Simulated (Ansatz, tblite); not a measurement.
Forces on the cluster Zn₃F₄⁺ at its r2SCAN-D4/def2-SVP geometry. Charge 1, multiplicity 2.

The xTB rows come from tblite. Another isomer (doublet) lies 0.08 eV lower at PBE0-D4/def2-TZVP; other spin states weren't run for this one.

GFN1-xTB (tblite), largest force 1.02 eV/Å:

```xyz
7
positions Å, forces eV/Å
Zn    0.945   -2.444    0.213    0.091   -0.355    0.216
Zn   -0.749    1.256    0.948   -0.203    0.188    0.492
Zn    0.379   -0.012   -1.486   -0.079   -0.225    0.679
F     0.102   -0.508    0.459   -0.182    0.475   -0.053
F    -0.400    1.554   -0.938    0.210   -0.480   -0.060
F    -1.368    1.826    2.455    0.366   -0.342   -0.886
F     1.091   -1.672   -1.651   -0.204    0.740   -0.387
```

GFN2-xTB (tblite), largest force 1.06 eV/Å:

```
Zn 0.207 -0.795 0.469
Zn -0.394 0.417 0.889
Zn -0.006 0.047 -0.041
F -0.057 0.251 -0.184
F 0.098 -0.077 -0.275
F 0.177 -0.148 -0.456
F -0.025 0.305 -0.402
```

PBE-D4/def2-TZVP (Ansatz), largest force 0.67 eV/Å:

```
Zn 0.107 -0.497 0.382
Zn -0.079 0.152 0.066
Zn 0.052 0.128 -0.423
F -0.047 -0.153 0.453
F -0.103 0.463 -0.340
F -0.176 0.160 0.436
F 0.246 -0.253 -0.575
```
